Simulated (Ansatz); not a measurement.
# A relaxation, step by step

SiH4O4, closed shell, PBE0-D4/def2-TZVP (Ansatz 0.2.0). Settings:

```yaml
hamiltonian: {xc: pbe0, dispersion: d4}
relax: {f_tol: 0.005, max_steps: 200}
```

Start, a step off a saddle point along its unstable mode:

```xyz
9
angstrom
Si -0.1772 -0.2706 -0.1249
O 1.3507 0.0894 0.6010
O -0.4246 -1.1581 1.1837
H 0.5495 -0.7257 1.3857
O -1.0361 1.0947 -0.3989
O 0.0444 -0.9666 -1.5708
H 1.4974 0.9685 0.9662
H -1.6184 1.4020 0.2981
H -0.1857 -0.4339 -2.3402
```

```
               step  energy less the last (meV)  largest force component (eV/Å)
                  1                      1595.3                           1.688
                  2                      1324.2                           1.937
                  3                       888.3                           2.990
                  4                       451.9                           1.581
                  5                       222.4                           0.671
                  6                       127.8                           0.196
                  7                       126.4                           0.186
                  8                       113.0                           0.053
                  9                       112.1                           0.075
                 10                       111.9                           0.192
                 11                       110.6                           0.090
                 12                       109.8                           0.067
                 13                        78.5                           0.317
                 14                        36.7                           0.191
                 15                        13.8                           0.143
                 16                         1.6                           0.028
                 17                         0.3                           0.007
                 18                         0.0                           0.002
                 19                         0.0                           0.024
20 (rejected trial)                         0.9                           0.160
                 21                         0.0                           0.000
```

Step 2, positions (Å) and forces (eV/Å):

| atom | x | y | z | Fx | Fy | Fz |
| --- | --- | --- | --- | --- | --- | --- |
| Si1 | -0.158 | -0.260 | -0.119 | 0.877 | 0.755 | -0.280 |
| O2 | 1.370 | 0.112 | 0.593 | 0.283 | 0.960 | -0.933 |
| O3 | -0.459 | -1.171 | 1.170 | 0.918 | 0.270 | 0.252 |
| H4 | 0.507 | -0.781 | 1.423 | -1.937 | -1.649 | 0.954 |
| O5 | -1.034 | 1.093 | -0.392 | -0.108 | -0.129 | 0.119 |
| O6 | 0.051 | -0.960 | -1.562 | -0.071 | -0.079 | 0.081 |
| H7 | 1.523 | 1.007 | 0.909 | 0.028 | -0.071 | -0.258 |
| H8 | -1.621 | 1.390 | 0.305 | 0.025 | 0.003 | 0.006 |
| H9 | -0.180 | -0.430 | -2.328 | -0.014 | -0.061 | 0.058 |

Step 8, positions (Å) and forces (eV/Å):

```csv
atom,x,y,z,Fx,Fy,Fz
Si1,0.036,-0.146,-0.066,0.034,-0.047,-0.021
O2,1.512,0.342,0.441,-0.010,0.007,0.033
O3,-0.546,-1.200,1.029,-0.053,-0.020,0.016
H4,-0.030,-1.326,1.826,0.026,0.026,-0.015
O5,-0.940,1.158,-0.244,-0.013,0.026,0.024
O6,0.118,-0.920,-1.492,0.005,-0.009,-0.009
H7,1.680,1.284,0.417,0.019,0.016,-0.011
H8,-1.682,1.232,0.357,0.001,-0.006,-0.008
H9,-0.148,-0.426,-2.268,-0.010,0.006,-0.009
```

Step 12, positions (Å) and forces (eV/Å):

```json
{"atom": "Si1", "x": "0.041", "y": "-0.143", "z": "-0.055", "Fx": "-0.008", "Fy": "-0.006", "Fz": "0.007"}
{"atom": "O2", "x": "1.506", "y": "0.338", "z": "0.487", "Fx": "-0.007", "Fy": "0.046", "Fz": "0.003"}
{"atom": "O3", "x": "-0.543", "y": "-1.217", "z": "1.022", "Fx": "0.066", "Fy": "0.013", "Fz": "0.067"}
{"atom": "H4", "x": "-0.042", "y": "-1.296", "z": "1.837", "Fx": "-0.054", "Fy": "0.002", "Fz": "-0.065"}
{"atom": "O5", "x": "-0.930", "y": "1.168", "z": "-0.218", "Fx": "-0.045", "Fy": "-0.018", "Fz": "0.028"}
{"atom": "O6", "x": "0.134", "y": "-0.894", "z": "-1.495", "Fx": "0.018", "Fy": "0.011", "Fz": "-0.028"}
{"atom": "H7", "x": "1.730", "y": "1.261", "z": "0.359", "Fx": "0.004", "Fy": "-0.052", "Fz": "0.002"}
{"atom": "H8", "x": "-1.724", "y": "1.185", "z": "0.320", "Fx": "0.039", "Fy": "0.009", "Fz": "-0.028"}
{"atom": "H9", "x": "-0.172", "y": "-0.403", "z": "-2.257", "Fx": "-0.012", "Fy": "-0.005", "Fz": "0.014"}
```

Last step (21):

```xyz
9
angstrom
Si -0.0000 0.0000 0.0000
O 1.3549 0.5866 0.6930
O -0.6309 -1.0701 1.0569
H -0.0068 -1.6015 1.5530
O -1.1729 1.0917 -0.3045
O 0.4489 -0.6081 -1.4452
H 1.9904 1.0016 0.1083
H -1.7374 1.3312 0.4316
H -0.2462 -0.7316 -2.0931
```

The run took about 40 s on 4 CPU threads of an Arm Neoverse V2 (shared host).
